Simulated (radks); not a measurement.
The numbers below are computed, except where a source is named.
Problem. These are the eigenvalues of the occupied orbitals of an atom or ion with whole-number occupations (eV). Level of theory: scalar-relativistic Kohn-Sham, PBE, spin-polarised, spherical densities, finite nucleus; Fermi nuclear charge, rms radius of each element as measured or else 0.836 A^(1/3) + 0.57 fm (a radial shooting solver on a logarithmic mesh with Libxc functionals).

orbital  eigenvalue
1s up     -45537.42
1s down   -45520.97
2s up     -10909.06
2s down   -10878.90
2p up     -10377.40

Which element is it, and in what charge state? The configuration may be excited. Open shells, if any, are filled with parallel spins first.

Solution. Z = 58, cerium, charge +53: Ce53+ in [He] 2s2 2p1. The list shows which subshells hold electrons but not how many an open one holds; the 1s level, -1673.5 hartree, gives Z - s = 57.9 by -(Z - s)^2/2, which with screening and relativity narrows Z to a few neighbours, and the depths of the outer levels then fix element, charge and occupations together.
